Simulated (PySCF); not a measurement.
## Computed properties of TiF₃, SMILES [F][Ti+]([F])[F], charge +1, multiplicity 1

TiF3, SMILES [F][Ti+]([F])[F], charge +1, multiplicity 1. Geometry: PBE0-D3(BJ)/def2-SVP. The spin state was assumed, not searched. The isomer is the one that the SMILES or the coordinates give; other isomers of the formula were not compared. One conformer was computed; it need not be the lowest. All values are computed for the isolated molecule unless a solvent is named; none is compared with measurement here.

**Structure.** The optimised structure has C3v symmetry. All 6 harmonic modes at PBE0-D3(BJ)/def2-SVP (PySCF) are real, so it is a minimum. With heavy atoms numbered as in [Ti+:1]([F:2])([F:3])[F:4], the shortest bond between them is Ti1–F4 at 1.676 Å and the longest Ti1–F3 at 1.676 Å.

**Vibrations.** The strongest infrared lines (harmonic, unscaled, degenerate partners summed) lie at 936 cm⁻¹ (456 km/mol, F 63 %, Ti 37 %), 166 cm⁻¹ (64 km/mol, F 57 %, Ti 43 %), 859 cm⁻¹ (22 km/mol, F 89 %, Ti 11 %). The softest mode is at 166 cm⁻¹ and the zero-point energy is 4.8 kcal/mol.

**Electronic structure.** B3LYP/def2-TZVPD (PySCF) places the frontier levels at -18.92 and -11.49 eV, a gap of 7.43 eV and a mean polarisability of 24.6 bohr³. PBE/def2-TZVPD (PySCF) at the same geometry gives -17.16 and -11.94 eV, so its gap is 2.21 eV narrower. An orbital gap is neither the optical nor the fundamental gap.

**Excitations.** TDA-M06-2X/def2-SVPD (PySCF) has S1 at 6.78 eV (183 nm, f = 0.000, dark); the most intense of the 10 singlets computed lies at 6.98 eV (f = 0.01). Strengths of degenerate partners are summed. T1 (TDA) is at 6.65 eV, 0.13 eV under S1. TDA-PBE/def2-SVPD (PySCF) puts S1 at 5.24 eV. No vertical singlet excitation falls in the visible range (under 3.1 eV).

**NMR.** GIAO shifts at PBE0/pcSseg-2 (PySCF) (non-relativistic, atoms alike by connectivity averaged): ¹⁹F at 641.3 ppm against CFCl3.
